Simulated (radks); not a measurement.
Values are calculated unless marked as measured or tabulated.
Mean orbital radii <r> (bohr) of neutral terbium, [Xe] 4f9 6s2, of relativity; Dirac values are averaged over j with weights 2j + 1. Spin-unpolarised spherical Kohn-Sham, LDA (Slater exchange, Perdew-Wang correlation), point nucleus unless stated (finite: rms radius 5.06 fm), a radial shooting solver on a logarithmic mesh with Libxc functionals. A level marked "c x" has the speed of light scaled by that factor and shares open shells by 2j + 1; other Dirac levels either fill j = l - 1/2 first or share by 2j + 1.

shell       non-rel.
3s            0.2560
3p            0.2457
3d            0.2177
4s            0.5777
4p            0.5909
4d            0.6251
5s             1.426
5p             1.622
4f            0.8539
6s             4.375
5d (empty)     3.089
6p (empty)     5.850

Give the values at the level "Dirac, c x 0.85".

Answer. 
shell       Dirac, c x 0.85  change of magnitude (%)
3s                   0.2322                    -9.31
3p                   0.2343                    -4.62
3d                   0.2163                    -0.62
4s                   0.5269                    -8.80
4p                   0.5661                    -4.19
4d                   0.6243                    -0.13
5s                    1.285                    -9.87
5p                    1.553                    -4.22
4f                   0.9418                   +10.29
6s                    3.980                    -9.04
5d (empty)            3.485                   +12.81
6p (empty)            5.836                    -0.24
